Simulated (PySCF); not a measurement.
ClH2Si, SMILES [SiH2]Cl (connectivity only; charge and spin as stated), charge +1, multiplicity 1. Coordinates come from a PBE-D3(BJ)/def2-TZVP optimisation. The spin state was assumed, not searched. The isomer is the one that the SMILES or the coordinates give; other isomers of the formula were not compared.

All values below come from PBE-D3(BJ)/def2-TZVP (PySCF 2.14.0).

Harmonic wavenumbers (cm⁻¹): 597, 653, 661, 900, 2210, 2278. Rotational constants (GHz): 146.5, 7.592, 7.217; symmetry number 2.

Task: Work out the zero-point energy and the ideal-gas rigid-rotor harmonic-oscillator thermochemistry at 298.15 K and 1 atm.

Result: ZPE = ½ Σ hcν = ½ × 7298 cm⁻¹ = 43.65 kJ/mol. H − E(el) = 54.83 kJ/mol. Entropy in J/(mol K): translation 160.91, rotation 83.02, vibration 5.52, total 249.46. G − E(el) = -19.55 kJ/mol. Cp = 47.38 J/(mol K).
